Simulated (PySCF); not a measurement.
Rigid-rotor lines calculated for a species of formula C4H7BO (commonest isotopes; PySCF, PBE0-D3(BJ)/def2-SVP geometry optimisation, gas phase), labelled J(Ka,Kc):

```
     transition      MHz
2(0,2) ← 1(0,1)   7519.7
2(1,1) ← 1(1,0)   7604.1
2(1,2) ← 1(1,1)   7436.1
1(1,1) ← 0(0,0)  15482.0
1(0,1) ← 0(0,0)   3760.1
```

Task: Find the rotational constants.

Result: 1(0,1) ← 0(0,0) is B + C, 2(1,1) ← 1(1,0) is 3B + C and 2(1,2) ← 1(1,1) is B + 3C, so B − C is half the difference of the last two, 84.0 MHz. 1(1,1) ← 0(0,0) is A + C. A = 13643.9, B = 1922.0, C = 1838.0 MHz.

Task: What moments of inertia, asymmetry and inertial defect follow?

Result: I = 505379 MHz·u·Å² over each constant: Ia = 37.04, Ib = 262.94, Ic = 274.96 u·Å²; κ = (2B − A − C)/(A − C) = -0.986 (near-prolate asymmetric top); Δ = Ic − Ia − Ib = -25.03 u·Å².

Task: Which dipole components do these lines need?

Result: μa and μb (a-type: ΔKa even, ΔKc odd; b-type: both odd). The calculation gives |μa| = 1.06 D, |μb| = 1.29 D, |μc| = 0.45 D.

Task: Predict further lines from these constants: 1(1,0) ← 0(0,0); 2(2,1) ← 2(1,1); 1(1,1) ← 1(0,1); 2(2,0) ← 2(1,1); 2(2,1) ← 1(1,0); 2(1,1) ← 2(0,2); 2(2,1) ← 1(1,1); 2(2,1) ← 2(1,2).

Result: 
```csv
transition,MHz,type,branch
"1(1,1) ← 1(0,1)",11722,c,Q
"2(1,1) ← 2(0,2)",11890,b,Q
"1(1,0) ← 0(0,0)",15566,c,R
"2(2,1) ← 2(1,1)",35166,c,Q
"2(2,0) ← 2(1,1)",35166,b,Q
"2(2,1) ← 2(1,2)",35418,b,Q
"2(2,1) ← 1(1,0)",42770,b,R
"2(2,1) ← 1(1,1)",42854,c,R
```

Task: Which structure gave them?

Result: `BCOC1C=C1`, point group C1. Three constants can't fix a structure by themselves; this is the one that was computed:
```
atom  x, y, z in Å
B1     2.426   -0.347    0.678
C2     1.028   -0.562    0.042
O3     0.259    0.595   -0.109
C4    -0.986    0.368   -0.689
C5    -2.172    0.074    0.163
C6    -2.093    1.276   -0.338
H7     2.816    0.743    1.022
H8     3.131   -1.318    0.831
H9     1.186   -1.088   -0.931
H10    0.506   -1.331    0.661
H11   -0.896   -0.065   -1.702
H12   -2.695   -0.640    0.795
H13   -2.497    2.281   -0.434
```

The values belong to one conformer (point group C1) with, in the numbering `[BH2:1][CH2:2][O:3][CH:4]1[CH:5]=[CH:6]1`, H–B1–C2–O3 0° and 180°, B1–C2–O3–C4 180°, C2–O3–C4–C5 91°. Whether it is a minimum is left open (no frequencies). Constants of a rigid frame at the computed geometry: no zero-point averaging, no centrifugal distortion. Quadrupole hyperfine structure (11B) is left out.

On an Arm Neoverse N1 with one thread, shared host with 64 logical CPUs at a one-minute load of 43, this took 43 s wall and 0.51 GiB of memory at its peak. These figures are those of the optimisation.
